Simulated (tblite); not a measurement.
Species: C7H15NO2.
Geometry (GFN2-xTB, Å), atoms numbered from 1 in this order:
```
atom  x, y, z in Å
C1     3.169   -0.685    0.404
C2     1.792   -0.456   -0.207
C3     0.820    0.110    0.825
C4    -0.623    0.279    0.306
C5    -1.506    0.787    1.450
O6    -1.023   -0.996   -0.193
C7    -2.394   -1.155   -0.476
C8    -0.605    1.335   -0.818
N9    -0.519    0.809   -2.057
O10   -0.651    2.526   -0.602
H11    3.581    0.251    0.774
H12    3.852   -1.092   -0.337
H13    3.108   -1.384    1.235
H14    1.397   -1.400   -0.583
H15    1.885    0.238   -1.045
H16    0.784   -0.565    1.682
H17    1.171    1.084    1.166
H18   -1.526    0.061    2.259
H19   -1.097    1.724    1.816
H20   -2.520    0.977    1.109
H21   -2.476   -2.078   -1.049
H22   -2.986   -1.256    0.439
H23   -2.790   -0.324   -1.069
H24   -0.417   -0.186   -2.166
H25   -0.436    1.417   -2.853
```

Method: GFN2-xTB as coded in tblite; computed harmonic values from a numerical Hessian at the method's own geometry, unscaled. The method is semi-empirical: single wavenumbers can be off by several per cent or more. One conformer, not necessarily the lowest.

Harmonic wavenumbers (cm⁻¹): 57.0, 78.2, 82.9, 135.2, 139.5, 181.8, 201.6, 216.0, 235.4, 263.8, 290.5, 334.7, 343.2, 366.1, 390.6, 502.6, 508.2, 535.4, 593.6, 701.4, 724.6, 780.1, 862.7, 920.5, 928.2, 982.8, 1025.6, 1044.5, 1075.5, 1085.5, 1114.7, 1133.9, 1139.1, 1163.8, 1180.0, 1207.2, 1244.3, 1272.7, 1292.0, 1305.9, 1361.2, 1394.9, 1406.0, 1414.9, 1430.0, 1464.2, 1472.4, 1483.1, 1487.9, 1494.7, 1503.8, 1505.5, 1507.5, 1768.7, 2927.2, 2944.9, 2972.4, 2983.6, 2990.0, 2999.3, 3010.3, 3033.9, 3034.4, 3035.5, 3040.4, 3043.4, 3065.4, 3459.2, 3533.5.

A = 1585, B = 977.6, C = 872.0 MHz; mass 145.110 u (most abundant isotopes); point group C1, symmetry number 1.

**Question.** Zero-point energy?

**Answer.** Half the sum of the wavenumbers: 47205 cm⁻¹ = 134.97 kcal/mol.

**Question.** Give the ideal-gas entropy at 350 K and 1 bar in the rigid-rotor, harmonic-oscillator model (classical rotation).

**Answer.** Translation 41.65, rotation 30.33, vibration 45.37: S = 117.4 cal/(mol K).

**Question.** And Cp and H(350 K) − H(0)?

**Answer.** Cp = 54.43 cal/(mol K), of which vibrations give 46.48 (their classical limit is 69 R = 137.1); H(350 K) − H(0) = 11.22 kcal/mol without the zero-point energy, 8.44 from vibrations.

**Question.** Which modes carry the vibrational entropy at 350 K?

**Answer.** 57.0 cm⁻¹: 4.88; 78.2 cm⁻¹: 4.25; 82.9 cm⁻¹: 4.14; 135.2 cm⁻¹: 3.18; 139.5 cm⁻¹: 3.12; 181.8 cm⁻¹: 2.61 cal/(mol K); the other 63 give 23.20 together.

**Question.** What must be added to the electronic energy to get the Gibbs energy at 350 K and 1 bar?

**Answer.** ZPE + [H(350 K) − H(0)] − T·S = 134.97 + 11.22 − 41.07 = 105.12 kcal/mol.

**Question.** How do the functions run with temperature in this model?

**Answer.** 
| T (K) | S (cal/(mol K)) | Cp (cal/(mol K)) | H − H(0) (kcal/mol) | G − H(0) (kcal/mol) | ln q(vib) |
| --- | --- | --- | --- | --- | --- |
| 150 | 83.0 | 30.1 | 2.78 | -9.68 | 3.63 |
| 250 | 101.2 | 42.1 | 6.39 | -18.92 | 7.20 |
| 298.15 | 109.2 | 48.0 | 8.56 | -23.98 | 8.90 |
| 400 | 125.0 | 60.4 | 14.09 | -35.92 | 12.43 |
| 600 | 153.6 | 80.8 | 28.32 | -63.83 | 19.16 |
| 900 | 190.5 | 101.1 | 55.85 | -115.62 | 28.64 |

q(vib) and H(0) count from the zero-point level.

**Question.** Blend soft modes into free rotors: weight 1/[1 + (100 cm⁻¹/ν̃)⁴] for the oscillator and the rest for a rotor with moment μB/(μ + B), μ = h/(8π²ν), B = 10⁻⁴⁴ kg m². What vibrational entropy results?

**Answer.** 42.63 cal/(mol K) in place of 45.37, which changes −T·S at 350 K by +0.96 kcal/mol.

Hindered rotation and anharmonicity are outside this model. Other conformers, if any are populated, would add a mixing term that is left out. The structure is chiral; the term R ln 2 for an equal mix with its mirror image is left out.
